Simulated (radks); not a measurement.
Results of a calculation; reference values are marked as such.
Problem. Ionisation of the scandium ion Sc+, [Ar] 3d1 4s1, to [Ar] 3d1 as the strength of local exchange is varied. Code: a radial shooting solver on a logarithmic mesh with Libxc functionals. Model: scalar-relativistic Kohn-Sham, Slater X-alpha exchange (alpha = 2/3 is LDA exchange), no correlation, spin-unpolarised, spherical densities, point nucleus.

alpha  E(Sc+) (hartree)  exchange (hartree)  IE (eV)  -e of the level emptied (eV)  <r> of it (bohr)
0.576        -755.63664           -30.29115   11.575                    8.552 (4s)             3.469
0.647        -759.38013           -34.17238   11.954                    8.931 (4s)             3.414
0.667        -760.43756           -35.27143   12.062                    9.040 (4s)             3.398
0.699        -762.13210           -37.03514   12.236                    9.217 (4s)             3.374
0.923        -774.08534           -49.56089   13.497                   10.511 (4s)             3.209
?            -765.10543           -40.13713   12.545                    9.531 (4s)             3.331

Which alpha was used in the last row?

Solution. alpha = 0.755. NIST Atomic Spectra Database: 12.800 eV (measured). The Delta-SCF value meets it near alpha = 0.80. Spin polarisation and multiplet splitting are left out, so open shells lie too high by an amount that depends on their filling.

Beside tabulated values, note that spin-unpolarised runs miss the spin-polarisation part of the exchange energy of open shells.
